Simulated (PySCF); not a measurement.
# Radial density of Yb²⁺ (ytterbium, charge +2)

UHF, [Xe] 4f13 5d1, one real determinant (an excited configuration). Computed with PySCF 2.14 in x2c-TZVPPall, with scalar relativity by spin-free X2C-1e.

```
r (bohr)  4πr²ρ (e/bohr)  4πr²(ρα − ρβ)
  0.0143           96.09        -0.0004
  0.0241           83.39        -0.0004
  0.0405           104.6         0.0005
  0.0682           124.0         0.0130
   0.115           96.37         0.0604
   0.193           108.7         0.2823
   0.324           54.01         1.1113
   0.546           58.85         1.4719
   0.918           19.34         0.7010
    1.54           7.456         0.5652
    2.60          0.8532         0.3188
    4.37         0.06577         0.0641
    7.35       5.161e-05         0.0000
```

Densities and radii are taken from the X2C orbitals without a picture-change correction, which distorts them close to the nucleus.

⟨L²⟩ = 18.02 against 30 for a pure H term, so this real determinant mixes terms. Spin-orbit coupling, absent here, splits the open shell strongly.
